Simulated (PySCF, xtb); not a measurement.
C₂H₃I, SMILES C=CI.

Harmonic wavenumbers (cm⁻¹) from GFN2-xTB in xtb at its own minimum, in rising order: 314, 548, 565, 873, 992, 1001, 1226, 1381, 1665, 3093, 3100, 3132.

What does B3LYP-D3(BJ)/def2-TZVP in PySCF give at its own minimum? (An estimate is asked for; the answer gives what the named calculation found.)

313, 538, 558, 945, 980, 1009, 1264, 1414, 1651, 3136, 3204, 3228. Paired by order, the mean absolute difference is 37 cm⁻¹ and the zero-point energies are 25.6 and 26.1 kcal/mol.
